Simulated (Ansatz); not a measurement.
BF₃H₂Se from Hartree–Fock to CCSD(T)

```xyz
7

F    -1.935   -0.371   -0.415
B    -0.742   -0.615   -0.917
F    -0.159    0.287   -1.679
F    -0.225   -1.821   -0.822
Se    0.672    0.346    1.599
H     0.411    1.759    1.302
H     1.978    0.415    0.933
```

Total charge 0; spin multiplicity 1. Correlated methods include outer-core shells of Se, which these sets cover unevenly. Scalar relativity is left out up to krypton. The bonds changed during the relaxation, so this is another structure than the one it started from. The geometry is a stationary point of PBE0-D4/def2-TZVP. It is one conformer, not always the lowest. Frozen core, restricted reference, the Gaussian-basis code of Ansatz.

```
     basis      HF (Eh)  MP2 corr.
  def2-SVP  -2723.64329   -0.88084
def2-TZVPP  -2724.34807   -1.12609
def2-QZVPP  -2724.41009   -1.50941
```

(1) Estimate the CCSD correlation energy and the (T) correction in each basis where they were run (hartree).

## Answers

(1) 
```json
{"basis": "def2-SVP", "CCSD corr.": "-0.89968", "(T)": "-0.01628"}
{"basis": "def2-TZVPP", "CCSD corr.": "-1.14097", "(T)": "-0.03406"}
```
